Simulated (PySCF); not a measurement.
Al(F)(Cl)(vinyl) (C2H3AlClF), SMILES C=[CH][Al]([F])[Cl]. Atoms are numbered in the order given.

```xyz
8

Al     0.5167     0.1575     0.0000
F      1.9415     1.0074     0.0000
Cl    -1.2577     1.2685     0.0000
C      0.4510    -1.7615     0.0000
C     -0.7308    -2.3982     0.0000
H      1.3620    -2.3742     0.0000
H     -0.8085    -3.4927     0.0000
H     -1.6832    -1.8542     0.0000
```
Charge 0, spin multiplicity 1.

Coordinates come from a PBE0-D3(BJ)/def2-SVP optimisation. The values are those of a single conformer.

All values below come from PBE/pcSseg-1 run with PySCF.

GIAO shieldings, no solvent; atoms listed in one row are averaged. δ = σ(ref) − σ: ¹⁹F against CFCl3 (σ = 133.6 ppm); ³⁵Cl against HCl (σ = 936.5 ppm); ¹³C against TMS (σ = 182.0 ppm); ¹H against TMS (σ = 31.49 ppm), references at their B3LYP-D3(BJ)/def2-TZVP geometries, non-relativistic (without spin–orbit terms, shifts of atoms bonded to Cl or Br come out too high).

| nucleus | atoms | count | δ (ppm) |
|---|---|---|---|
| ¹⁹F | F2 | 1 | -157.7 |
| ³⁵Cl | Cl3 | 1 | -13.4 |
| ¹³C | C5 | 1 | 161.9 |
| ¹³C | C4 | 1 | 138.1 |
| ¹H | H7 | 1 | 7.34 |
| ¹H | H8 | 1 | 7.08 |
| ¹H | H6 | 1 | 6.37 |
